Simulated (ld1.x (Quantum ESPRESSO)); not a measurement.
# vanadium: one change to a TM potential, before and after

| Quantity | Value |
| --- | --- |
| Element | V |
| Generator | ld1.x (Quantum ESPRESSO) 7.5 |
| Type | norm-conserving Troullier–Martins (Kleinman–Bylander form) |
| Functional | PBE |
| Relativity | scalar-relativistic |
| Frozen core | [Ne] |
| Valence charge | 13 |
| Reference configuration | 3s2 3p6 3d3 4s1 4p0 (charge +1) |
| Partial waves | 3s (bound): rc 1.00 bohr; 3d (bound): rc 1.80 bohr; 3p (bound): rc 1.25 bohr |
| Local potential | the p channel |
| Core correction | none |

Occupied shells without a wave of their own: 4s. They enter only through the test configuration that unscreens the potential.

Change: all radii scaled by about 1.35 (s 1.36, p 1.68, d 2.44 bohr).

Cutoffs: the cutoffs (Ry, on a coarse ladder) from which the occupation-weighted sum of valence levels, in a spherical-Bessel basis at the reference potential, stays within 10 and 1 mRy of its value at 400 Ry; they do not see the model core or the augmentation charge, which bear on the density cutoff. Errors are all-electron minus pseudo energies relative to the spin-unpolarised reference configuration.

How do hardness, ghosts and transferability respond?

The potential gets softer (140 Ry and 230 Ry → 70 Ry and 100 Ry); the miss of the reference levels goes from 0.08 to 0.26 eV; of the 7 tests that both files solve, the error grows in 7 and shrinks in 0 by more than 15 % and 0.3 meV (median size 51.3 → 191.9 meV); neither file shows a bound ghost. A larger radius leaves more room for a smooth pseudo-wave, so fewer plane waves are needed. More of the atom is replaced by a form fitted at one configuration, so other configurations suffer.

| quantity | base | changed |
| --- | --- | --- |
| cutoff, loose | 140 Ry | 70 Ry |
| cutoff, tight | 230 Ry | 100 Ry |
| loose cutoff by channel (10 mRy a level) | s 110 Ry, d 60 Ry, p 40 Ry | s 40 Ry, d 40 Ry, p 40 Ry |
| bound ghosts | none | none |
| largest miss of a reference level, eV | 0.08 | 0.26 |
| error for 3s2 3p6 3d3 4s2 4p0, meV [ΔE -7.73 eV] | +66 | +197 |
| error for 3s2 3p6 3d3 4s0 4p0, meV [ΔE 14.30 eV] | -112 | -350 |
| error for 3s2 3p6 3d2 4s0 4p0, meV [ΔE 43.19 eV] | -136 | -382 |
| error for 3s2 3p5 3d3 4s2 4p0, meV [ΔE 43.21 eV] | +51 | +192 |
| error for 3s2 3p6 3d3 4s1.5 4p0, meV [ΔE -4.64 eV] | +38 | +113 |
| error for 3s2 3p6 3d4 4s0 4p0, meV [ΔE -0.54 eV] | -50 | -117 |
| error for 3s2 3p6 3d4 4s1 4p0, meV [ΔE -7.15 eV] | +4.9 | +33 |

Changed file: The 4s level has no wave, so the channel is fitted at the deeper level alone: the likely source of the large errors.
